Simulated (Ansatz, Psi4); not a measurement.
Ansatz (a first-principles code) was given this input:
Ansatz 0.2 input:
```yaml
crystal:
  periodic: [false, false, false]
  atoms:
    - {symbol: O, position_ang: [-1.03300099, -0.39412693, -0.00168439]}
    - {symbol: C, position_ang: [-0.02709385, 0.41048045, -0.01284311]}
    - {symbol: O, position_ang: [1.15649400, 0.25596664, 0.00752085]}
    - {symbol: H, position_ang: [-0.82538098, -1.35760035, 0.03036691]}
basis:
  gaussian:
    orbitals: def2-SVP
hamiltonian:
  xc: hf
magnetization: {spin_polarized: true, initial_magnetization: 1}
accuracy: high
```

### Question
Convert this to an input for Psi4.

### Answer
One answer among several that fit: 
```
memory 2 GB

molecule mol {
0 2
O    -1.033001   -0.394127   -0.001684
C    -0.027094    0.410480   -0.012843
O     1.156494    0.255967    0.007521
H    -0.825381   -1.357600    0.030367
}

set {
  basis def2-svp
  reference uhf
  scf_type pk
  puream true
  d_convergence 1e-8
}

energy('scf')
print_variables()
```

Both were run: Ansatz gave -187.980644 Eh and Psi4 -187.980644 Eh, 0.000 mEh apart.
